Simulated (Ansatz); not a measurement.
CH₂BrNSi, SMILES `BrC1=N[SiH2]1`. Total charge 0; spin multiplicity 1. Geometry: relaxed with PBE0-D4/def2-TZVP.

```xyz
6

Br   -0.099    0.036   -2.769
C    -0.191   -0.104   -0.896
N    -1.014   -0.731   -0.174
Si    0.225    0.132    0.813
H    -0.192    1.339    1.552
H     1.271   -0.672    1.474
```

(1) What is the dipole moment at ωB97M-V/def2-TZVPP? (Estimate.)

(2) And with PBE, r2SCAN, B3LYP? (Best estimate.)

(3) Give the Mulliken charges with ωB97M-V, PBE, r2SCAN in def2-TZVPP. (Estimate.)

Answers

(1) Ansatz gave: 2.61 D, with components (1.60, 1.10, 1.74) D in this frame, pointing from negative to positive charge.

(2) Computed: PBE 2.22 D, r2SCAN 2.37 D, B3LYP 2.52 D.

(3) The calculation gave: 
```tsv
atom	ωB97M-V	PBE	r2SCAN
Br1	0.01	0.00	-0.01
C2	-0.05	-0.02	-0.03
N3	-0.24	-0.18	-0.26
Si4	0.29	0.27	0.41
H5	-0.01	-0.04	-0.05
H6	-0.01	-0.04	-0.05
```

B3LYP here is the variant with VWN-RPA as its local correlation; programs differ in this.
